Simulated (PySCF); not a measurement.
A structure optimised at r2SCAN-D4/def2-SVP, used in a PySCF frequency run:

```
O
Si 1 1.6868
Ge 1 1.7194 2 134.93
F 3 1.7067 1 111.27 2 120.15
F 3 1.7067 4 107.38 1 -121.98
F 3 1.7128 4 108.19 5 -116.56
H 2 1.4848 1 106.23 3 180.00
H 2 1.4897 7 110.64 1 119.06
H 2 1.4897 7 110.64 8 121.88
```
Charge 0, spin multiplicity 1.

**Question.** Write its SMILES and formula.

**Answer.** [F][Ge]([F])([F])[O][SiH3], F3GeH3OSi

**Question.** What are its rotational constants (standard atomic weights)?

**Answer.** 3.3764, 1.2224, 1.2223 GHz
